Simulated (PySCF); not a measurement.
H$_{4}$O$_{4}$Si, singlet, geometry from GFN2-xTB. Base run: DF-TPSS/3-21G in PySCF.

Here is a job for PySCF.
```python
from pyscf import gto, scf, dft

mol = gto.M(
    atom='''
O     0.716554    1.189827   -0.842970
Si   -0.000000   -0.000000    0.000000
O    -1.028142    0.716783    1.033867
O    -0.687388   -0.991725   -1.087987
O     0.998976   -0.914885    0.897089
H     1.010098    1.964883   -0.373784
H    -1.399381    0.195350    1.739066
H    -1.158788   -0.605338   -1.819767
H     1.548071   -1.554894    0.454486
''',
    basis='3-21g',
    charge=0,
    spin=0,
    verbose=4,
)

mf = dft.RKS(mol)
mf.xc = 'tpss'
mf = mf.density_fit(auxbasis='def2-universal-jkfit')
mf.kernel()
```

Variants of this job, named by their change:

```
change                 basis functions      E (Eh)  HOMO (eV)  HOMO-LUMO gap (eV)  core-seconds (rough)
---------------------  ---------------  ----------  ---------  ------------------  --------------------
base                                57  -589.77193      -6.56                7.56                     9
basis = 6-31G                       57  -592.81107      -7.35                7.35                    10
basis = def2-SV(P)                  82  -592.65805      -7.02                7.45                    10
basis = 6-31G*                      82         ___        ___                 ___                    10
basis = cc-pVDZ                     94  -593.01985      -6.95                7.43                    20
basis = cc-pV(D+d)Z                 99  -593.04659      -6.96                7.45                    20
basis = 6-311++G**                 ___         ___        ___                 ___                    30
basis = def2-SVPD                  ___         ___        ___                 ___                    30
basis = 6-311+G(2d,p)              ___         ___        ___                 ___                    40
basis = def2-TZVP                  185  -593.20080      -7.41                7.30                    40
basis = pcseg-2                    210  -593.20781      -7.51                6.98                    40
basis = cc-pVTZ                    210  -593.18109      -7.30                7.31                    50
basis = cc-pV(T+d)Z                215  -593.19299      -7.30                7.32                    40
```

### Question
Complete the blanks.

### Answer

- basis = 6-31G*, E (Eh): -592.97822
- basis = 6-31G*, HOMO (eV): -7.00
- basis = 6-31G*, HOMO-LUMO gap (eV): 7.63
- basis = 6-311++G**, basis functions: 146
- basis = 6-311++G**, E (Eh): -593.14514
- basis = 6-311++G**, HOMO (eV): -7.57
- basis = 6-311++G**, HOMO-LUMO gap (eV): 6.63
- basis = def2-SVPD, basis functions: 148
- basis = def2-SVPD, E (Eh): -592.74108
- basis = def2-SVPD, HOMO (eV): -7.58
- basis = def2-SVPD, HOMO-LUMO gap (eV): 6.82
- basis = 6-311+G(2d,p), basis functions: 167
- basis = 6-311+G(2d,p), E (Eh): -593.16396
- basis = 6-311+G(2d,p), HOMO (eV): -7.53
- basis = 6-311+G(2d,p), HOMO-LUMO gap (eV): 6.69

Totals compare only among sets that treat the same electrons; sets with core potentials leave the core out.
